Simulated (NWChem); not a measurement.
# AlH3S2O; SMILES [Al]([SH])([OH])[SH]

```xyz
7

Al     0.3691     0.0070    -0.0004
O      2.0590    -0.1323    -0.0015
H      2.7170     0.5633     0.0171
S     -0.7727    -1.8472    -0.0006
H      0.3549    -2.5940     0.0074
S     -0.6318     1.9469    -0.0008
H     -1.8692     1.4027     0.0156
```
Atoms are numbered in this order, from 1.

Program: NWChem. Coordinates come from a PBE0/def2-SVP optimisation.

Q: Predict the results for TPSS/aug-cc-pVTZ. Quantities: highest occupied level (eV); orbital gap (eV); dipole (D).

A: 
```
Item                         Value
---------------------------  -----
highest occupied level (eV)  -6.56
orbital gap (eV)              5.08
dipole (D)                    0.95
```
